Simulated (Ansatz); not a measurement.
Ansatz (a first-principles code) input (CCSD(T)/6-31G):

Ansatz 0.2 input:
```yaml
crystal:
  periodic: [false, false, false]
  atoms:
    - {symbol: C, position_ang: [3.21397100, 0.49358158, 0.38384576]}
    - {symbol: C, position_ang: [1.93605421, -0.03834177, -0.17001115]}
    - {symbol: C, position_ang: [0.69319626, 0.46731026, 0.14357000]}
    - {symbol: C, position_ang: [-0.53616443, 0.03059765, -0.33641785]}
    - {symbol: C, position_ang: [-0.64564753, -1.10166532, -1.31253196]}
    - {symbol: C, position_ang: [-1.81039312, 0.64289153, 0.16037101]}
    - {symbol: C, position_ang: [-2.64535304, -0.31488953, 1.02490294]}
    - {symbol: H, position_ang: [3.76992122, -0.27826871, 0.92784670]}
    - {symbol: H, position_ang: [3.03771181, 1.32515944, 1.06821500]}
    - {symbol: H, position_ang: [3.88094226, 0.84752257, -0.41044163]}
    - {symbol: H, position_ang: [2.01217652, -0.87263184, -0.85872205]}
    - {symbol: H, position_ang: [0.66816009, 1.29662176, 0.84803633]}
    - {symbol: H, position_ang: [-0.52228168, -2.07470692, -0.82268981]}
    - {symbol: H, position_ang: [0.11859086, -1.04089771, -2.09033647]}
    - {symbol: H, position_ang: [-1.62168211, -1.10819499, -1.80051102]}
    - {symbol: H, position_ang: [-1.58589520, 1.54387554, 0.73592118]}
    - {symbol: H, position_ang: [-2.42162353, 0.95868686, -0.69453408]}
    - {symbol: H, position_ang: [-2.91176451, -1.21748138, 0.47208076]}
    - {symbol: H, position_ang: [-3.57165217, 0.16242624, 1.35087229]}
    - {symbol: H, position_ang: [-2.08658385, -0.61901707, 1.91189029]}
basis:
  gaussian:
    orbitals: 6-31G
magnetization: {spin_polarized: true, initial_magnetization: 1}
correlation: {method: ccsd_t, electrons: outside_noble_gas}
```

End of the output:

```
integrals: 0.22 GiB planned
1305 factors; integrals over basis functions are off by at most 2.1e-4 eV
0.37 GiB of device memory are held for the factors and their scratch space
mean field: 0.45 GiB planned
mean field evaluation 1: about -7411.5246 eV, gradient 2.3e1 eV
mean field evaluation 2: about -7411.5233 eV, gradient 2.3e1 eV
mean field evaluation 4: about -7415.1628 eV, gradient 3.0e0 eV
mean field evaluation 8: about -7415.4048 eV, gradient 1.4e-3 eV
mean field evaluation 16: about -7415.3977 eV, gradient 6.3e-1 eV
mean field evaluation 32: about -7415.4040 eV, gradient 7.9e-6 eV
mean field -7415.40401509 eV, -272.5110712130 hartree, gradient 9.2e-6 eV, S^2 0.962711; 1 other end points of the search recorded, 0 dependent functions left out
7 core orbitals not correlated
reference -7415.40401509 eV, -272.5110712130 hartree; 21, 20 occupied and 61, 62 virtual orbitals, 1305 factors
second order -16.26100390 eV of doubles, -0.00000000 eV of singles
coupled cluster: 1.31 GiB planned
cycle   1  -17.74841191 eV  change    -1.5e0 eV  update   1.1e-1
cycle   2  -18.54605938 eV  change   -8.0e-1 eV  update   4.9e-2
cycle   3  -18.73037617 eV  change   -1.8e-1 eV  update   2.6e-2
cycle   4  -18.75222631 eV  change   -2.2e-2 eV  update   1.3e-2
cycle   5  -18.75184563 eV  change    3.8e-4 eV  update   4.6e-3
cycle   6  -18.75288756 eV  change   -1.0e-3 eV  update   1.4e-3
cycle   7  -18.75322561 eV  change   -3.4e-4 eV  update   4.8e-4
cycle   8  -18.75321752 eV  change    8.1e-6 eV  update   1.8e-4
cycle   9  -18.75326376 eV  change   -4.6e-5 eV  update   9.4e-5
cycle  10  -18.75329571 eV  change   -3.2e-5 eV  update   5.4e-5
cycle  11  -18.75331114 eV  change   -1.5e-5 eV  update   3.2e-5
coupled cluster: 1.31 GiB planned
perturbative correction -0.48815225 eV, -0.0179392644 hartree
Total energy: -7434.64547848 eV, -273.2181819503 hartree
```

It need not be the lowest isomer of its formula.

The determinant is spin-contaminated: <S^2> is 0.96 against 0.75 for a pure state.
